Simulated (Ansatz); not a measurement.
PBE exchange is replaced step by step with exact exchange (0 % is PBE, 25 % PBE0; no dispersion term), basis def2-TZVP, Ansatz. System: the cluster Y3 (the lowest doublet isomer of a short search). The state is a doublet with charge 0. Geometry: r2SCAN-D4/def2-TZVP.

Geometry of the doublet:

```xyz
3

Y     1.1607   -0.2992    1.3940
Y     0.4112    1.2466   -1.2872
Y    -1.5719   -0.9474   -0.1068
```

In the def2 sets Y takes a core potential; there is no spin–orbit coupling. At PBE with 5 % exact exchange/def2-TZVP, PBE with 10 % exact exchange/def2-TZVP, PBE with 15 % exact exchange/def2-TZVP, PBE0-D4/def2-TZVP and others the charge 0 doublet is spin-contaminated (final ⟨S²⟩ up to 1.61, 0.75 for a pure state). The geometry of the doublet was relaxed on an unsound state (⟨S²⟩ 1.90, where a pure state has 0.75). The structure comes from a short search, and lower isomers may exist.

HOMO and LUMO are taken over both spins.

| exact exchange (%) | HOMO (eV) | LUMO (eV) | gap (eV) | ⟨S²⟩ |
| --- | --- | --- | --- | --- |
| 0 | -3.14 | -2.75 | 0.38 | 0.814 |
| 5 | -3.26 | -2.59 | 0.68 | 0.841 |
| 10 | -3.40 | -2.42 | 0.97 | 0.885 |
| 15 | -3.53 | -2.26 | 1.27 | 0.951 |
| 25 | -3.80 | -1.93 | 1.87 | 1.142 |
| 35 | -4.06 | -1.60 | 2.46 | 1.346 |
| 50 | -4.45 | -1.10 | 3.35 | 1.606 |
